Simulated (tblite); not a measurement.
C4H8O2Si.
Z-matrix (Å and degrees, GFN2-xTB geometry), rows numbered from 1:
```
C 
C   1  1.3323
C   2  1.4856  1  124.57
Si  3  1.9146  2  110.95  1   100.32
C   2  1.4807  1  120.67  3   177.14
O   5  1.2077  2  124.26  1  -171.14
O   5  1.3423  2  114.18  1     8.94
H   1  1.0755  2  121.63  3  -177.87
H   1  1.0771  2  121.24  3     2.06
H   3  1.0893  2  109.91  1   -21.33
H   3  1.0894  2  109.47  1  -140.24
H   4  1.4651  3  107.04  2  -176.78
H   4  1.4564  3  111.63  2    61.90
H   4  1.4671  3  107.26  2   -59.06
H   7  0.9700  5  109.54  2  -179.80
```

All values are computed: GFN2-xTB (tblite) harmonic vibrations without scaling, gas phase. Errors from tens to a few hundred cm⁻¹ against measured bands are possible. Modes of hydrogen on silicon can be 10 to 20 % off. One conformer, not necessarily the lowest.

Harmonic wavenumbers (cm⁻¹): 41.3, 56.4, 98.6, 143.5, 255.6, 356.9, 361.2, 475.5, 509.0, 557.8, 566.0, 609.5, 630.9, 742.7, 765.1, 774.2, 784.9, 789.4, 794.5, 822.6, 899.2, 964.8, 1094.4, 1128.1, 1198.4, 1204.1, 1304.6, 1396.9, 1453.4, 1671.9, 1751.0, 2239.2, 2254.8, 2333.6, 2997.9, 3001.3, 3107.1, 3144.8, 3451.7.

A = 3484, B = 1493, C = 1174 MHz; mass 116.029 u (most abundant isotopes); point group C1, symmetry number 1.

Question: Zero-point energy?

Answer: ½Σν̃ = 23366 cm⁻¹ = 66.81 kcal/mol.

Question: Give the ideal-gas entropy at 400 K and 1 bar in the rigid-rotor, harmonic-oscillator model (classical rotation).

Answer: Translation 41.65, rotation 29.23, vibration 34.25: S = 105.1 cal/(mol K).

Question: And Cp and H(400 K) − H(0)?

Answer: Cp = 42.62 cal/(mol K), of which vibrations give 34.67 (their classical limit is 39 R = 77.5); H(400 K) − H(0) = 10.18 kcal/mol without the zero-point energy, 7.00 from vibrations.

Question: How do the functions run with temperature in this model?

Answer: 
```json
{"T (K)": "50", "S (cal/(mol K))": "58.0", "Cp (cal/(mol K))": "13.0", "H − H(0) (kcal/mol)": "0.51", "G − H(0) (kcal/mol)": "-2.39", "ln q(vib)": "0.66"}
{"T (K)": "100", "S (cal/(mol K))": "68.1", "Cp (cal/(mol K))": "16.5", "H − H(0) (kcal/mol)": "1.25", "G − H(0) (kcal/mol)": "-5.56", "ln q(vib)": "1.84"}
{"T (K)": "298.15", "S (cal/(mol K))": "93.8", "Cp (cal/(mol K))": "34.4", "H − H(0) (kcal/mol)": "6.24", "G − H(0) (kcal/mol)": "-21.73", "ln q(vib)": "6.19"}
{"T (K)": "373.15", "S (cal/(mol K))": "102.2", "Cp (cal/(mol K))": "40.6", "H − H(0) (kcal/mol)": "9.06", "G − H(0) (kcal/mol)": "-29.09", "ln q(vib)": "7.84"}
{"T (K)": "500", "S (cal/(mol K))": "115.3", "Cp (cal/(mol K))": "49.0", "H − H(0) (kcal/mol)": "14.77", "G − H(0) (kcal/mol)": "-42.90", "ln q(vib)": "10.62"}
{"T (K)": "750", "S (cal/(mol K))": "137.5", "Cp (cal/(mol K))": "60.0", "H − H(0) (kcal/mol)": "28.51", "G − H(0) (kcal/mol)": "-74.60", "ln q(vib)": "15.87"}
{"T (K)": "1000", "S (cal/(mol K))": "155.8", "Cp (cal/(mol K))": "67.0", "H − H(0) (kcal/mol)": "44.45", "G − H(0) (kcal/mol)": "-111.32", "ln q(vib)": "20.69"}
```

q(vib) and H(0) count from the zero-point level.

Question: Which modes carry the vibrational entropy at 400 K?

Answer: 41.3 cm⁻¹: 5.78; 56.4 cm⁻¹: 5.16; 98.6 cm⁻¹: 4.06; 143.5 cm⁻¹: 3.32; 255.6 cm⁻¹: 2.22; 356.9 cm⁻¹: 1.62 cal/(mol K); the other 33 give 12.08 together.

Question: What must be added to the electronic energy to get the Gibbs energy at 400 K and 1 bar?

Answer: ZPE + [H(400 K) − H(0)] − T·S = 66.81 + 10.18 − 42.05 = 34.94 kcal/mol.

Hindered rotation and anharmonicity are outside this model. Other conformers, if any are populated, would add a mixing term that is left out. The structure is chiral; the term R ln 2 for an equal mix with its mirror image is left out.
